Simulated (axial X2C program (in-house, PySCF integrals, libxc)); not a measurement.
Photoelectron levels of BSe⁻ by EOM-IP-CCSD

Calculated with an in-house all-electron X2C program for linear molecules (integrals from PySCF): two-component X2C with atomic mean-field Coulomb and Gaunt terms, Gaussian nuclei, basis Se dyall-acv3z, B dyall-av3z with contracted cores.

R = 1.910 Å (1.045 times 1.828 Å, the PBE0 minimum at charge -1 for the lowest determinant).

Vertical detachment energies of BSe⁻ to the states of BSe:

```
Ω of BSe  vertical detachment energy (eV)  above lowest (cm⁻¹)                 ionised spinor  one-hole weight
     1/2                            2.755                    0  46% B pσ, 27% B sσ, 16% Se pσ             0.91
     3/2                            3.751                 8028   69% Se pπ, 19% B pπ, 8% B dπ             0.93
     1/2                            3.939                 9544   70% Se pπ, 17% B pπ, 8% B dπ             0.93
     1/2                            7.325                36853  56% Se pσ, 26% B sσ, 8% Se sσ             0.74
```

Task: Take the first Ω = 1/2 and Ω = 3/2 rows of π character: how far apart are they, and which lies lower?

Result: E(3/2) − E(1/2) = 8028 − 9544 = -1516 cm⁻¹ at EOM-IP-CCSD: inverted, Ω = 3/2 lower. Splittings at this level can be off by ten to twenty per cent.

This point took 4.7 s on 1 thread of Arm Neoverse V2, with other jobs on the host.

Reference electrons by ω block (each with its −ω partner): 1/2: 14, 3/2: 5, 5/2: 1. 10 electrons of BSe⁻ correlated (inner shells frozen), 94 natural virtual spinors (a truncated set); levels can be off by some tenths of an eV. Roots sought by Ω: (1/2: 4, 3/2: 3, 5/2: 1); the list ends where they run out and leaves out roots under 60 % one-particle weight. The solver can skip a root, and states that need a further excitation, which the method places far too high, are missing though they may lie low or lowest. T1 of the reference 0.025 (Lee–Taylor). Number of frozen shells: Se 3 s, 2 p, 1 d; B 1 s.
